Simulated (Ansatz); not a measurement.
Start from `C=C(C)OC` and change one atom or group to get `C=C([SiH3])OC`.

Ansatz, PBE0-D4/def2-TZVP geometries, multiplicity 1. Each molecule was computed in one conformer, which needn't be the lowest.

```
                                      property  `C=C(C)OC`
           LUMO energy (B3LYP/def2-TZVPP) / eV        0.78
          HOMO–LUMO gap (PBE0/def2-TZVPP) / eV        7.57
         HOMO–LUMO gap (B3LYP/def2-TZVPP) / eV        7.10
         LUMO energy (ωB97M-V/def2-TZVPP) / eV        2.94
size of the dipole moment (PBE/def2-TZVPP) / D        0.53
           HOMO–LUMO gap (PBE/def2-TZVPP) / eV        5.36
```

(1) Give the same properties after the change, and the shifts. (Best estimate.)

Answers

(1) The calculation gave: 
| property | `C=C([SiH3])OC` | shift |
| --- | --- | --- |
| LUMO energy (B3LYP/def2-TZVPP) / eV | -0.07 | -0.85 |
| HOMO–LUMO gap (PBE0/def2-TZVPP) / eV | 7.05 | -0.52 |
| HOMO–LUMO gap (B3LYP/def2-TZVPP) / eV | 6.61 | -0.49 |
| LUMO energy (ωB97M-V/def2-TZVPP) / eV | 2.20 | -0.74 |
| size of the dipole moment (PBE/def2-TZVPP) / D | 1.47 | 0.94 |
| HOMO–LUMO gap (PBE/def2-TZVPP) / eV | 4.90 | -0.46 |

With PBE0 the HOMO falls by 0.39 eV and the LUMO falls by 0.90 eV, so the gap narrows by about 0.51 eV. PBE moves the HOMO by -0.39 eV and ωB97M-V by -0.38 eV. Dipoles are sizes alone; their direction can turn.

B3LYP here is the variant with VWN-RPA as its local correlation; programs differ in this.
